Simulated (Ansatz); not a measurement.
Gas-phase electronic energies from Ansatz, PBE0-D4/def2-TZVP geometries. CCSD(T)/CBS adds triple-zeta CCSD(T) − MP2 to the extrapolated MP2 energy (def2 sets, frozen cores). Functionals use def2-TZVPP. For Br, Se outer-core shells are correlated without core-valence functions, which leaves a few kJ/mol of doubt a bond. Scalar relativity is left out up to krypton. One conformer a species, not always the lowest.

Consider the ligand exchange at the Al–Br bond: `[Cl][Al]([Cl])[Br]` + `C[SeH]` → `C[Se][Al]([Cl])[Cl]` + HBr.

CCSD(T)/CBS gives +8.7 kcal/mol.

Task: Another level gave +9.0 kcal/mol. Which?
A. LDA (SPW92)/def2-TZVPP
B. BHLYP/def2-TZVPP
C. HF/def2-TZVPP
D. r2SCANh-D4/def2-TZVPP

Result: D. r2SCANh-D4 9.0, BHLYP 10.7, LDA (SPW92) 7.0, HF/def2-TZVPP 12.4 kcal/mol.

Largest T1 diagnostic among the species: 0.009.

Leaving LDA and LC-ωPBE aside and taking each functional with its dispersion term where it has one, the values, not all of them listed here, spread over 2.2 kcal/mol, from PBE-D4 to B2PLYP. LDA lies −1.1 kcal/mol from PBE without D4. The D4 term adds −1.4 kcal/mol with B3LYP and −0.8 kcal/mol with PBE0; it sums over pairs of atoms, weighted by their polarisabilities, and B3LYP, whose exchange is more repulsive, gets the larger term.

B3LYP here is the variant with VWN-RPA as its local correlation; programs differ in this.
